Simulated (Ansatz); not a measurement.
Relaxation of BH$_{6}$NO$_{2}$ (10 atoms, charge 0, multiplicity 1), to a largest force component of 0.03 eV/Å in at most 50 steps.

Method: RKS B3LYP-D4/def2-SVP (Ansatz).

```xyz
10
Properties=species:S:1:pos:R:3:forces:R:3
B 0.097 -0.356 0.303 -0.15 -0.34 1.97
N -0.054 -0.318 1.778 0.12 -0.27 -1.78
H -0.935 -0.408 2.270 0.10 -0.02 -0.07
H 0.758 -0.286 2.380 -0.01 0.00 -0.03
O 1.359 -0.251 -0.209 0.01 -0.02 -0.02
H 1.352 -0.304 -1.173 0.00 0.01 0.03
O -0.959 -0.523 -0.559 -0.04 0.03 0.02
H -1.816 -0.606 -0.127 0.03 0.00 -0.01
H -0.167 2.031 0.244 0.00 0.98 -1.62
H -0.185 1.777 0.916 -0.06 -0.36 1.50
```

**Question.** Where does it end, and by what steps?

**Answer.** The run converged. After 14 steps the energy has fallen by 0.311 eV; H9 moved furthest, 1.45 Å.

```tsv
step	energy less start (eV)	largest force component (eV/Å)	accepted
0	0.0000	1.970	yes
1	-0.1883	0.966	yes
2	-0.2491	0.295	yes
3	-0.2722	0.166	yes
4	-0.2795	0.106	yes
5	-0.2905	0.102	yes
6	-0.2718	1.099	no
7	-0.2959	0.044	yes
8	-0.2993	0.177	yes
9	-0.3030	0.297	yes
10	-0.3066	0.196	yes
11	-0.3086	0.114	yes
12	-0.3099	0.091	yes
13	-0.3103	0.050	yes
14	-0.3106	0.018	yes
```

```xyz
10
Properties=species:S:1:pos:R:3
B 0.167 -0.670 0.203
N 0.006 -0.196 1.533
H -0.878 -0.124 2.017
H 0.810 -0.023 2.122
O 1.441 -0.827 -0.279
H 1.432 -1.115 -1.199
O -0.886 -0.969 -0.634
H -1.755 -0.809 -0.251
H -0.524 3.117 1.136
H -0.361 2.373 1.177
```

Whether the end is a true minimum wasn't checked by a vibrational analysis.

Run time: 30 s on 2 threads of Arm Neoverse V1, with other jobs on the host, peak memory 0.16 GiB.
